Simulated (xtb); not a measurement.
H3N, charge +1, doublet, at a GFN2-xTB geometry (a state made from the parent by changing its charge; the spin is typed, not shown lowest); GFN2-xTB in xtb.

The xtb input:
```
$ xtb mol.xyz --gfn 2 --chrg 1 --uhf 1 --ohess --json

# file mol.xyz
4

N      0.00000000    -0.00000000     0.00000000
H      0.01502573     1.02772160    -0.01944823
H      0.88265094    -0.52673581     0.01709961
H     -0.89767667    -0.50098579     0.00234863
```

Problem. Write the output that xtb gives for this input, abridged.

Solution. 
```
   ID    Z sym.   atoms
    1    7 N      1
    2    1 H      2-4

           -------------------------------------------------
          |                Calculation Setup                |
           -------------------------------------------------

           -------------------------------------------------
          |                 G F N 2 - x T B                 |
           -------------------------------------------------

          ...................................................
          :                      SETUP                      :
          :.................................................:
          :  # basis functions                   7          :
          :  # atomic orbitals                   7          :
          :  # shells                            5          :
          :  # electrons                         7          :
          :  max. iterations                   250          :
          :  Hamiltonian                  GFN2-xTB          :
          :  restarted?                      false          :
          :  GBSA solvation                  false          :
          :  PC potential                    false          :
          :  electronic temp.          300.0000000     K    :
          :  accuracy                    1.0000000          :
          :  -> integral cutoff          0.2500000E+02      :
          :  -> integral neglect         0.1000000E-07      :
          :  -> SCF convergence          0.1000000E-05 Eh   :
          :  -> wf. convergence          0.1000000E-03 e    :
          :  Broyden damping             0.4000000          :
          :  net charge                          1          :
          :  unpaired electrons                  1          :
          ...................................................

 iter      E             dE          RMSdq      gap      omega  full diag
   1     -3.8653429 -0.386534E+01  0.641E+00   10.47       0.0  T
   2     -3.8877706 -0.224277E-01  0.335E+00   11.82       1.0  T
   3     -3.8894362 -0.166561E-02  0.110E+00   12.52       1.0  T
   4     -3.8895355 -0.992917E-04  0.135E-01   12.54       1.0  T
   5     -3.8895288  0.671918E-05  0.936E-02   12.49       1.0  T
   6     -3.8895386 -0.973564E-05  0.194E-03   12.52      25.7  T
   7     -3.8895386 -0.257133E-08  0.379E-05   12.53    1318.5  T
   8     -3.8895386 -0.917932E-12  0.213E-05   12.53    2345.6  T

   *** convergence criteria satisfied after 8 iterations ***

[...]
         :: total energy              -3.840797558379 Eh    ::
 * total energy  :    -3.8407976 Eh     change       -0.4090062E-12 Eh
   *** GEOMETRY OPTIMIZATION CONVERGED AFTER 1 ITERATIONS ***
         :: total energy              -3.840797558379 Eh    ::
[...]
          :  rotational number                       6      :
          :  scaling factor                  1.0000000      :
          :  rotor cutoff                   50.0000000 cm⁻¹ :
          :  imag. cutoff                  -20.0000000 cm⁻¹ :
          :.................................................:

    mode    ω/cm⁻¹     T·S(HO)/kcal·mol⁻¹    T·S(FR)/kcal·mol⁻¹   T·S(vib)
   ------------------------------------------------------------------------
   ------------------------------------------------------------------------

   temp. (K)  partition function   enthalpy   heat capacity  entropy
                                   cal/mol     cal/K/mol   cal/K/mol   J/K/mol
 298.15  VIB   1.03                   80.306      1.149      0.336
         ROT   36.4                  888.752      2.981     10.122
         INT   37.6                  969.058      4.130     10.458
         TR   0.680E+26             1481.254      4.968     34.426
         TOT                        2450.3120     9.0982    44.8840   187.7946

       T/K    H(0)-H(T)+PV         H(T)/Eh          T*S/Eh         G(T)/Eh
   ------------------------------------------------------------------------
    298.15    0.390482E-02    0.330739E-01    0.213258E-01    0.117481E-01
   ------------------------------------------------------------------------

         :::::::::::::::::::::::::::::::::::::::::::::::::::::
         ::                  THERMODYNAMIC                  ::
         :::::::::::::::::::::::::::::::::::::::::::::::::::::
         :: total free energy          -3.829049443005 Eh   ::
         ::.................................................::
         :: total energy               -3.840797558379 Eh   ::
         :: zero point energy           0.029169124259 Eh   ::
         :: G(RRHO) w/o ZPVE           -0.017421008885 Eh   ::
         :: G(RRHO) contrib.            0.011748115374 Eh   ::
         :::::::::::::::::::::::::::::::::::::::::::::::::::::

optimized geometry written to: xtbopt.xyz

           -------------------------------------------------
          | TOTAL ENERGY               -3.840797558379 Eh   |
          | TOTAL ENTHALPY             -3.807723613332 Eh   |
          | TOTAL FREE ENERGY          -3.829049443005 Eh   |
          | GRADIENT NORM               0.000040335175 Eh/α |
          | HOMO-LUMO GAP              12.525025194599 eV   |
           -------------------------------------------------

normal termination of xtb
```
